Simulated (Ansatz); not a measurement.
Br2Ge (SMILES [Br][Ge][Br]) moved off its minimum; all values from Ansatz (a program for electronic structure), cores frozen in correlated methods.
(charge 0, multiplicity 1)
```xyz
3

Ge     0.0184    -0.0391     0.9660
Br     0.9661    -1.5140    -0.5065
Br    -0.9839     1.5068    -0.5102
```

**Question.** Give the forces (eV/Å), the total energy and the dipole at CCSD(T)/aug-cc-pVTZ.

**Answer.** 
| atom | Fx | Fy | Fz |
|---|---|---|---|
| Ge1 | -0.347 | 0.540 | 0.656 |
| Br2 | 0.375 | -0.583 | -0.599 |
| Br3 | -0.028 | 0.043 | -0.057 |
Energy -7220.8967 hartree, dipole 1.63 D.
